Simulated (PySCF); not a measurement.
**Which element holds N most strongly?**

r²SCAN in PySCF with def2-TZVPPD on every atom (core potentials on In, Sb), for the lowest determinant that a PBE0 search found; no spin–orbit coupling. D0 is De less the harmonic zero-point energy.

```csv
M,state (unpaired electrons),Re (Å),ωe (cm⁻¹),D0(MN) (eV)
P,singlet (closed shell),1.487,1391,5.91
In,triplet (π ↑↑),2.215,439,1.85
C,doublet (σ ↑),1.165,2149,7.59
Zn,"quartet (σ ↑, π ↑↑)",2.019,371,0.48
Sb,singlet (closed shell),1.816,944,3.22
B,"triplet (σ ↑, π ↑)",1.321,1568,4.80
As,singlet (closed shell),1.611,1135,4.66
```

Problem. Order the elements by D0 and give the energy of BN + Sb → SbN + B.

Solution. C > P > B > As > Sb > In > Zn; ΔE = 4.80 − 3.22 = +1.58 eV at r²SCAN/def2-TZVPPD. Close neighbours can swap at other levels.

These are scalar-relativistic numbers at best; spin–orbit coupling would shift them, the dissociation energy most. States were picked by a PBE0 search and need not be the measured ground states.
